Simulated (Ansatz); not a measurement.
`[OH][Ge]([F])([F])[Cl]` + `C[SiH](F)CS` → `[OH][Ge]([F])([F])[SH]` + `C[SiH](F)CCl`  (redistribution)

Isolated molecules relaxed with PBE0-D4/def2-TZVP in Ansatz; ΔE leaves out vibrations. CCSD(T)/CBS is the MP2 limit (def2-TZVPP, def2-QZVPP) plus CCSD(T) − MP2 in def2-TZVPP, frozen cores. DFT in def2-TZVPP. B3LYP here is the variant with VWN-RPA as its local correlation; programs differ in this. For Ge outer-core shells are correlated without core-valence functions, which leaves a few kJ/mol of doubt a bond. Scalar relativity is left out up to krypton. One conformer a species, not always the lowest.

| level | ΔE (kJ/mol) |
| --- | --- |
| PBE-D4 | 29.5 |
| B3LYP-D4 | 31.3 |
| B2PLYP | 32.5 |
| r2SCAN | 33.8 |
| CCSD/def2-TZVPP | 35.4 |
| MP2/def2-QZVPP | 35.6 |
| SCS-MP2/def2-QZVPP | 35.0 |
| MP2/CBS(def2) | 34.4 |

Problem. What does CCSD(T)/CBS give? (Estimate.)

Solution. Ansatz gave: +32.4 kJ/mol. The listed levels differ from it by -2.9, -1.1, 0.1, 1.4, 3.0, 3.2, 2.6, 2.0 kJ/mol.

Largest T1 diagnostic among the species: 0.012.

From PBE to PBE0 (25 % exact exchange), in def2-TZVPP and without D4, ΔE moves by +3.6 kJ/mol.

CCSD(T)/CBS has its own doubt, a few kJ/mol and more with outer-core shells, so smaller differences from it don't rank the levels.
